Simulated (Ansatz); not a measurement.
Consider the ligand exchange at the Si–C bond: `CC[SiH2]CC` + silanol → `CC[SiH2]O[SiH3]` + ethane.

Calculated with Ansatz (gas phase, PBE0-D4/def2-TZVP geometries, no zero-point term in ΔE). CCSD(T)/CBS adds triple-zeta CCSD(T) − MP2 to the extrapolated MP2 energy (def2 sets, frozen cores). This one scheme is used for every species. Functionals use def2-TZVPP. B3LYP here is the variant with VWN-RPA as its local correlation; programs differ in this. Each species was taken in one conformer, which may not be the lowest.

(1) Is it downhill or uphill in electronic energy at CCSD(T)/CBS, and by how much? (Estimate.)

(2) What do these levels give: PBE-D4, r2SCAN-D4, ωB97M-V, B2PLYP, B3LYP, MP2/def2-TZVPP, SCS-MP2/def2-TZVPP, CCSD(T)/def2-TZVPP, HF/def2-QZVPP, MP2/def2-QZVPP, HF/CBS(def2), MP2/CBS(def2)? (An estimate is asked.)

Largest T1 diagnostic among the species: 0.011.

Results:

(1) Computed: Downhill: ΔE = -121.0 kJ/mol.

(2) Computed: PBE-D4 -108.3, r2SCAN-D4 -121.0, ωB97M-V -119.6, B2PLYP -126.9, B3LYP -127.7, MP2/def2-TZVPP -120.8, SCS-MP2/def2-TZVPP -126.1, CCSD(T)/def2-TZVPP -120.6, HF/def2-QZVPP -148.4, MP2/def2-QZVPP -121.8, HF/CBS(def2) -148.7, MP2/CBS(def2) -121.3 kJ/mol.

In def2-TZVPP, CCSD(T) changes the Hartree–Fock value by +25.8 kJ/mol (the triples alone add +3.5 kJ/mol) and MP2 by +25.6 kJ/mol. From PBE to PBE0 (25 % exact exchange), in def2-TZVPP and without D4, ΔE moves by −5.4 kJ/mol.
